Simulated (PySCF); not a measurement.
**Running PySCF for InSe**

File input.py (PySCF 2.14):

```python
from pyscf import gto, scf, mp

mol = gto.M(
    atom='In 0 0 0; Se 0 0 2.505',
    basis='ano-rcc-vdzp',
    charge=0,
    spin=1,
    symmetry=True,
    verbose=4,
)
mf = scf.ROHF(mol)
mf = mf.sfx2c1e()
mf.kernel()
mp.MP2(mf, frozen=27).kernel()
mf.dip_moment()
print('orbital energies (hartree):', mf.mo_energy[..., max(0, mol.nelec[1]-3):mol.nelec[0]+3].round(4))
```

```bash
$ OMP_NUM_THREADS=1 python input.py
```

Output (some set-up lines and the per-cycle HOMO/LUMO lines with their warnings removed):

```
PySCF version 2.14.0

[INPUT] Symbol           X                Y                Z      unit          X                Y                Z       unit  Magmom
[INPUT]  1 In     0.000000000000   0.000000000000   0.000000000000 AA    0.000000000000   0.000000000000   0.000000000000 Bohr   0.0
[INPUT]  2 Se     0.000000000000   0.000000000000   2.505000000000 AA    0.000000000000   0.000000000000   4.733763942035 Bohr   0.0

nuclear repulsion = 351.939813729629
point group symmetry = Coov
symmetry origin: [0.         0.         1.93913222]
symmetry axis x: [1. 0. 0.]
symmetry axis y: [0. 1. 0.]
symmetry axis z: [0. 0. 1.]
num. orbitals of irrep A1 = 26
num. orbitals of irrep E1x = 15
num. orbitals of irrep E1y = 15
num. orbitals of irrep E2x = 6
num. orbitals of irrep E2y = 6
num. orbitals of irrep E3x = 1
num. orbitals of irrep E3y = 1
number of shells = 7
number of NR pGTOs = 305
number of NR cGTOs = 70
basis = ano-rcc-vdzp
ecp = {}

******** <class 'pyscf.x2c.sfx2c1e.sfX2C1eSymAdaptedROHF'> ********
method = sfX2C1eSymAdaptedROHF
initial guess = minao
damping factor = 0
level_shift factor = 0
DIIS = <class 'pyscf.scf.diis.CDIIS'>
SCF conv_tol = 1e-09
SCF max_cycles = 50
num. doubly occ = 41  num. singly occ = 1

******** <class 'pyscf.x2c.sfx2c1e.SpinFreeX2CHelper'> ********
approx = 1e
xuncontract = 1
Freeze 0 electrons in irreps []
    83 free electrons in irreps A1 E1x E1y E2x E2y E3x E3y
init E= -8306.26325775536
cycle= 1 E= -8306.24998475236  delta_E= 0.0133  |g|= 0.347  |ddm|= 1.33
cycle= 2 E= -8306.25484955618  delta_E= -0.00486  |g|= 0.432  |ddm|= 1.09
cycle= 3 E= -8306.32429296472  delta_E= -0.0694  |g|= 0.0358  |ddm|= 0.446
cycle= 4 E= -8306.32501136111  delta_E= -0.000718  |g|= 0.0139  |ddm|= 0.0427
cycle= 5 E= -8306.32515022815  delta_E= -0.000139  |g|= 0.00601  |ddm|= 0.0228
cycle= 6 E= -8306.32526096546  delta_E= -0.000111  |g|= 0.00483  |ddm|= 0.0272
cycle= 7 E= -8306.32535956306  delta_E= -9.86e-05  |g|= 0.00322  |ddm|= 0.0347
cycle= 8 E= -8306.3254190652  delta_E= -5.95e-05  |g|= 0.0012  |ddm|= 0.0429
cycle= 9 E= -8306.32542370552  delta_E= -4.64e-06  |g|= 0.000249  |ddm|= 0.0118
cycle= 10 E= -8306.32542393409  delta_E= -2.29e-07  |g|= 6.1e-05  |ddm|= 0.00248
cycle= 11 E= -8306.3254239434  delta_E= -9.32e-09  |g|= 1.48e-05  |ddm|= 0.000482
cycle= 12 E= -8306.32542394406  delta_E= -6.6e-10  |g|= 6.86e-06  |ddm|= 0.00018
Extra cycle  E= -8306.32542394408  delta_E= -1.82e-11  |g|= 4.33e-06  |ddm|= 1.28e-05
converged SCF energy = -8306.32542394408

WARN: RMP2 method does not support ROHF method. ROHF object is converted to UHF object and UMP2 method is called.

******** <class 'pyscf.mp.ump2.UMP2'> ********
nocc = (np.int64(15), np.int64(14)), nmo = (43, 43)
frozen orbitals 27
E(UMP2) = -8306.83408611895  E_corr = -0.508662174862975
E(SCS-UMP2) = -8306.77618377896  E_corr = -0.450759834877476
E_corr(same-spin) = -0.184193971105494
E_corr(oppo-spin) = -0.324468203757481
Dipole moment(X, Y, Z, Debye):  0.00000, -0.00000, -5.03057
orbital energies (hartree): [-0.4452 -0.3189 -0.3189 -0.1913  0.0206  0.0206  0.1183]
```

In short: E(SCF) = -8306.325424 Eh, 12 cycles, E(MP2) − E(SCF) = -0.50866 Eh, μz(SCF) = -5.03 D.

It ran on Arm Neoverse V2 (1 thread, shared host) in 11 s.

The bond length is a typed value, not an optimised one. On these ROHF orbitals the MP2 class gives a UMP2 expression without the singles term, not ROMP2. No search for the lowest solution was made.
